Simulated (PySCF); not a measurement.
# Partial charges of `C#Cc1oc2ccccc2p1`

C9H5OP.
Structure used (GFN2-xTB), in Å, numbered top down from 1:
```xyz
16
C9H5OP angstrom
C      4.4398   -1.0420   -0.2113
C      3.2471   -0.8986   -0.1448
C      1.8572   -0.7402   -0.0737
O      1.3862    0.4604    0.3426
C      0.0446    0.4676    0.3603
C     -0.7172    1.5643    0.7471
C     -2.0892    1.4419    0.7287
C     -2.7016    0.2527    0.3288
C     -1.9510   -0.8328   -0.0599
C     -0.5585   -0.7375   -0.0466
P      0.6873   -1.9429   -0.4747
H      5.4784   -1.1742   -0.2722
H     -0.2279    2.4763    1.0504
H     -2.7012    2.2790    1.0278
H     -3.7794    0.1871    0.3266
H     -2.4221   -1.7522   -0.3730
```

Density: PBE0/pcSseg-1 (PySCF); schemes: Mulliken, IAO, Hirshfeld and ESP-fitted. Isolated species at its GFN2-xTB geometry, gas phase.

Task: What partial charge does each atom carry?

Result: In e:

```
atom                  environment  Mulliken     IAO  Hirshfeld  ESP-fitted
  C1       terminal alkyne carbon    -0.405  -0.197     -0.079      -0.432
  C2                alkyne carbon    +0.447  -0.032     -0.061      +0.121
  C3  substituted aromatic carbon    -0.206  -0.055     +0.017      +0.072
  O4            furan-type oxygen    -0.370  -0.218     -0.052      -0.218
  C5  ring-fusion aromatic carbon    +0.313  +0.193     +0.069      +0.353
  C6           aromatic CH carbon    -0.043  -0.177     -0.059      -0.358
  C7           aromatic CH carbon    -0.074  -0.145     -0.043      -0.036
  C8           aromatic CH carbon    -0.075  -0.160     -0.052      -0.267
  C9           aromatic CH carbon    -0.001  -0.141     -0.049      -0.203
 C10  ring-fusion aromatic carbon    -0.524  -0.242     -0.082      +0.048
 P11     phosphorus bonded to 2 C    +0.509  +0.316     +0.071      -0.112
 H12              alkyne hydrogen    +0.048  +0.211     +0.101      +0.321
 H13            aromatic hydrogen    +0.102  +0.169     +0.058      +0.198
 H14            aromatic hydrogen    +0.099  +0.161     +0.055      +0.139
 H15            aromatic hydrogen    +0.096  +0.157     +0.052      +0.176
 H16            aromatic hydrogen    +0.085  +0.159     +0.054      +0.198
```

Mean size of the charges over all atoms: Mulliken 0.212 e, ESP-fitted 0.203 e, IAO 0.171 e, Hirshfeld 0.060 e. Each set sums to the total charge, 0, to within 0.001 e. The Hirshfeld scheme divides the density at each point in proportion to the densities of the neutral, spherically averaged free atoms.

Lowest charge. The schemes don't all agree: Mulliken C10 (-0.524); IAO C10 (-0.242); Hirshfeld C10 (-0.082); ESP-fitted C1 (-0.432).

Highest charge. The schemes don't all agree: Mulliken P11 (+0.509); IAO P11 (+0.316); Hirshfeld H12 (+0.101); ESP-fitted C5 (+0.353).

Task: Sum the charges by element, for elements with more than one atom.

Result: 
```json
{"element": "C", "atoms": "9", "Mulliken": "-0.568", "IAO": "-0.955", "Hirshfeld": "-0.340", "ESP-fitted": "-0.702"}
{"element": "H", "atoms": "5", "Mulliken": "+0.429", "IAO": "+0.857", "Hirshfeld": "+0.320", "ESP-fitted": "+1.032"}
```

Task: How closely do the schemes follow one another over all atoms?

Result: Correlation coefficient and root-mean-square difference: IAO with Hirshfeld 0.95, 0.125 e; Mulliken with IAO 0.75, 0.184 e; Hirshfeld with ESP-fitted 0.73, 0.192 e; IAO with ESP-fitted 0.69, 0.170 e; Mulliken with Hirshfeld 0.57, 0.247 e; Mulliken with ESP-fitted 0.43, 0.274 e.
